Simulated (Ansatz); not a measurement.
Molecule: SiBr (charge 0, doublet). 
Geometry from a B3LYP-D3(BJ)/def2-TZVP (Ansatz, a program for electronic structure) optimisation:
```xyz
2

Si     0.0000     0.0000    -1.6088
Br     0.0000     0.0000     0.6435
```
Charge 0, spin multiplicity 2.

Wanted: atomisation energy (electronic, to ground-state atoms), in kJ/mol. Valence correlation only, unless marked. Open shells are spin-unrestricted. No spin-orbit coupling. The frozen core is the preceding noble-gas configuration, with the filled d and f shells of earlier blocks. Non-relativistic. The coupled-cluster limit lacks core correlation, which all-electron functionals hold. CBS marks a two-point X^-3 extrapolation of the correlation energy; Hartree-Fock from the larger set.

```tsv
level	program	atomisation energy (kJ/mol)
SVWN5/def2-TZVPD	Ansatz	450.4
BLYP-D3(BJ)/def2-TZVPD	Ansatz + dftd3	382.6
PBE0-D3(BJ)/def2-TZVP	Ansatz + dftd3	382.3
CAM-B3LYP-D3(BJ)/def2-TZVPD	Ansatz + dftd3	368.2
MP2/def2-QZVPP	Ansatz	373.6
RI-MP2/def2-QZVPP	Ansatz	373.5
```

What does CCSD(T)/CBS(def2-TZVPPD,def2-QZVPPD) (Ansatz) give?

373.8 kJ/mol
